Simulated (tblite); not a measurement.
A tight-binding relaxation on `BBOB` (B3H5O).

Computed with GFN2-xTB geometry optimisation, gas phase (tblite 0.8.0). Start geometry: from a force field or distance geometry. The input is one job of a driver script: a line of settings, then coordinates in Å.

Command:
```bash
OMP_NUM_THREADS=1 python probes_run.py task.json out
```

Input:
```
{"job": {"kind": "relax", "xc": "GFN2-xTB", "basis": "xTB"}, "charge": 0, "multiplicity": 1}
B      1.391000    -0.535600    -0.082800
B      0.472100     0.849700    -0.280000
O     -0.817300     0.763400    -0.922400
B     -1.726000     0.023100    -0.046900
H      2.467900    -0.497500    -0.549100
H      1.154000    -1.339500     0.762200
H      0.628600     1.777600     0.456500
H     -2.133100    -1.003700    -0.477700
H     -1.423600    -0.031300     1.115200
```

Output:
```
step      E/eV     max force
  0    -280.38700    3.309
  1    -280.72734    1.939
  2    -280.90870    3.595
  3    -281.02332    0.955
  4    -281.10495    0.870
  5    -281.22156    1.024
  6    -281.28434    1.059
  7    -281.37099    1.125
  8    -281.47979    1.143
  9    -281.58937    1.001
... (55 lines left out)
 65    -282.31668    0.017
 66    -282.31671    0.017
 67    -282.31675    0.021
 68    -282.31680    0.025
 69    -282.31684    0.022
 70    -282.31686    0.016
 71    -282.31688    0.011
 72    -282.31689    0.012
 73    -282.31690    0.013
 74    -282.31691    0.009
```

«max force» is the largest atomic force in eV/Å.

Q: From which step on does the largest force stay under 0.1 eV/Å, and how much energy is left to gain from there?

A: From step 55 (0.094 eV/Å), 2.7 meV above the end.

Main results: energy lowered by 44.5 kcal/mol over 74 steps; largest atomic force 0.009 eV/Å at the end.

On one thread, Intel Xeon at 2.50 GHz (x86_64), no GPU, shared host, this took 0.75 s wall.
Labels such as C1 count atoms from 1, the log's own numbers from 0.
